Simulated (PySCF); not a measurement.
PySCF input for C₆H₆N, SMILES [c]1ccc(N)cc1, multiplicity 2, IEF-PCM-ωB97X/def2-SVP. Geometry optimised at r2SCAN-D4/def2-SVP. The isomer is the one that the SMILES or the coordinates give; other isomers of the formula were not compared. The values are those of a single conformer.

```python
import numpy as np
from pyscf import gto, scf, dft
from pyscf.solvent import pcm

mol = gto.M(
    atom='''
    N     2.26108362    0.07274502    0.00000001
    C     0.87489279    0.00840393    0.00000000
    C     0.15816802    0.00353412    1.21588451
    C    -1.24395468   -0.00428515    1.22157636
    C    -1.88673638   -0.00672194   -0.00000000
    C    -1.24395467   -0.00428515   -1.22157636
    C     0.15816804    0.00353412   -1.21588451
    H     2.71780764   -0.25601714    0.84291901
    H     2.71780764   -0.25601714   -0.84291898
    H     0.70740847    0.01050803    2.16404752
    H    -1.78875813   -0.00963827    2.17113920
    H    -1.78875812   -0.00963827   -2.17113921
    H     0.70740850    0.01050803   -2.16404752
    ''',
    basis='def2-SVP',
    charge=0,
    spin=1,
    max_memory=1600,
    verbose=3,
)
mf = dft.UKS(mol, xc='wb97x').density_fit(auxbasis='def2-universal-jkfit')
mf.grids.level = 3
mf.conv_tol = 1e-9
mf.max_cycle = 100
mf.kernel()
fine, coarse = mf.grids, dft.Grids(mol).set(level=1).build(with_non0tab=True)
for _ in range(3):  # follow internal instabilities
    mf.grids = coarse
    mo, _, stable, _ = mf.stability(return_status=True, nroots=4)
    mf.grids = fine
    if stable:
        break
    mf.kernel(mf.make_rdm1(mo, mf.mo_occ))
res = {}
for name, eps in {'water': 78.355, '1-octanol': 9.8629, 'acetone': 20.493}.items():
    s = mf.PCM()
    s.with_solvent.method, s.with_solvent.eps, s.with_solvent.lebedev_order = 'IEF-PCM', eps, 29
    s.kernel(mf.make_rdm1())
    res[name] = (s.e_tot, eps, s.dip_moment(), s.mo_energy, s.converged)
    print(f'{name}: electrostatic solvation free energy {(s.e_tot - mf.e_tot) * 627.509474:.3f} kcal/mol')
```

Log of the run:

```

WARN: HOMO -0.185046001153657 >= LUMO -0.185046001153657

converged SCF energy = -286.630510756765  <S^2> = 0.76520611  2S+1 = 2.0151487
<class 'pyscf.df.df_jk.DFUKS'> wavefunction is stable in the internal stability analysis

WARN: PCM is an experimental feature. It is still in testing.
Features and APIs may be changed in the future.

converged SCF energy = -286.640758121208  <S^2> = 0.7645018  2S+1 = 2.0144496
Dipole moment(X, Y, Z, Debye):  3.06631, -1.16756,  0.00000
water: electrostatic solvation free energy -6.430 kcal/mol

WARN: PCM is an experimental feature. It is still in testing.
Features and APIs may be changed in the future.

converged SCF energy = -286.639176054095  <S^2> = 0.76460962  2S+1 = 2.0145566
Dipole moment(X, Y, Z, Debye):  2.94106, -1.12783,  0.00000
1-octanol: electrostatic solvation free energy -5.438 kcal/mol

WARN: PCM is an experimental feature. It is still in testing.
Features and APIs may be changed in the future.

converged SCF energy = -286.640085330674  <S^2> = 0.76454753  2S+1 = 2.014495
Dipole moment(X, Y, Z, Debye):  3.01315, -1.15032,  0.00000
acetone: electrostatic solvation free energy -6.008 kcal/mol
```

Self-consistency was reached.

Cost: roughly 6 core-minutes.
